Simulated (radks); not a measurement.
The numbers below are computed, except where a source is named.
Coulomb parameter of the 4f shell of the erbium ion Er+ in the model configuration [Xe] 4f11.5 6s1.5, as a second difference U = [E(n + 0.25) + E(n - 0.25) - 2 E(n)] / (0.25)^2 with all orbitals relaxed. "Bare": the charge of the atom changes with n. "Screened": the 6s shell takes up the change at fixed total charge, which measures U(4f,4f) + U(6s,6s) - 2 U(4f,6s). Code: a radial shooting solver on a logarithmic mesh with Libxc functionals. Model: scalar-relativistic Kohn-Sham, LDA (Slater exchange, Perdew-Wang correlation), spin-unpolarised, spherical densities, point nucleus.

case                  configuration  E - E(n) (eV)
start             [Xe] 4f11.5 6s1.5          0.000
bare +0.25       [Xe] 4f11.75 6s1.5         -3.035
bare -0.25       [Xe] 4f11.25 6s1.5          4.041
screened +0.25  [Xe] 4f11.75 6s1.25         -0.782
screened -0.25  [Xe] 4f11.25 6s1.75          1.220

U(bare) = 16.100 eV, U(screened by 6s) = 7.006 eV, against the Slater integral F0(4f,4f) = 32.223 eV with frozen orbitals.
